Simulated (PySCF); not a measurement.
**2-pyridinecarboxaldehyde (O=Cc1ccccn1, C6H5NO)**

Molfile (atoms numbered from 1):
```
C6H5NO
     RDKit          3D

 13 13  0  0  0  0  0  0  0  0999 V2000
    3.0592    0.6685    0.1959 O   0  0  0  0  0  0  0  0  0  0  0  0
    2.3392   -0.2764    0.0012 C   0  0  0  0  0  0  0  0  0  0  0  0
    0.8508   -0.2059    0.0079 C   0  0  0  0  0  0  0  0  0  0  0  0
    0.2055    1.0102    0.2491 C   0  0  0  0  0  0  0  0  0  0  0  0
   -1.1844    1.0239    0.2455 C   0  0  0  0  0  0  0  0  0  0  0  0
   -1.8610   -0.1702    0.0028 C   0  0  0  0  0  0  0  0  0  0  0  0
   -1.1173   -1.3305   -0.2270 C   0  0  0  0  0  0  0  0  0  0  0  0
    0.2100   -1.3528   -0.2254 N   0  0  0  0  0  0  0  0  0  0  0  0
    2.7284   -1.3038   -0.2040 H   0  0  0  0  0  0  0  0  0  0  0  0
    0.8082    1.9024    0.4309 H   0  0  0  0  0  0  0  0  0  0  0  0
   -1.7354    1.9497    0.4288 H   0  0  0  0  0  0  0  0  0  0  0  0
   -2.9525   -0.2079   -0.0095 H   0  0  0  0  0  0  0  0  0  0  0  0
   -1.6253   -2.2822   -0.4203 H   0  0  0  0  0  0  0  0  0  0  0  0
  1  2  2  0
  2  3  1  0
  3  4  2  0
  4  5  1  0
  5  6  2  0
  6  7  1  0
  7  8  2  0
  8  3  1  0
  2  9  1  0
  4 10  1  0
  5 11  1  0
  6 12  1  0
  7 13  1  0
M  END
```

Computed with quadratic response CAM-B3LYP/aug-cc-pVDZ first hyperpolarisability, Taylor convention, gas phase (PySCF 2.14.0). Geometry: PBE0-D3(BJ)/def2-SVP.

Question: Give the tensor of the second harmonic β(−2ω;ω,ω) at 1907 nm in the axes of these coordinates.

Answer: In au, Taylor convention; rows are the first index (the induced dipole):
|  | xx | yy | zz | xy | xz | yz |
| --- | --- | --- | --- | --- | --- | --- |
| x | -195.1 | +6.3 | +38.7 | +39.3 | +6.6 | -6.6 |
| y | +40.2 | +67.0 | +4.1 | +5.3 | -6.7 | +12.9 |
| z | +6.8 | +13.0 | +2.0 | -6.7 | +38.1 | +3.9 |

Norm of βᵢ = ⅓ Σⱼ (βᵢⱼⱼ + βⱼᵢⱼ + βⱼⱼᵢ): 188.6 au, hyper-Rayleigh value 87.9 au.
